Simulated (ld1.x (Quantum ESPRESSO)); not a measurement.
**Al (Z = 13): TM pseudisation with PBE, non-relativistic reference atom.**

| Item | Value |
| --- | --- |
| Element | Al |
| Generator | ld1.x (Quantum ESPRESSO) 7.5 |
| Type | norm-conserving Troullier–Martins (Kleinman–Bylander form) |
| Functional | PBE |
| Relativity | non-relativistic |
| Frozen core | [Ne] |
| Valence charge | 3 |
| Reference configuration | 3s2 3p0.5 (charge +0.5) |
| Partial waves | 3s (bound): rc 2.05 bohr; 3p (bound): rc 2.40 bohr |
| Local potential | the p channel |
| Core correction | none |

* Cutoffs needed: 10 Ry and 30 Ry (the cutoffs (Ry, on a coarse ladder) from which the occupation-weighted sum of valence levels, in a spherical-Bessel basis at the reference potential, stays within 10 and 1 mRy of its value at 400 Ry)
* Ghost test: no extra level below or beside the all-electron valence levels (s, p, d, f tested) (spherical-Bessel basis up to 400 Ry, 20 bohr box)
* Largest excitation error: +28 meV (all-electron minus pseudo) for 3s0 3p3, out of 7 test configurations
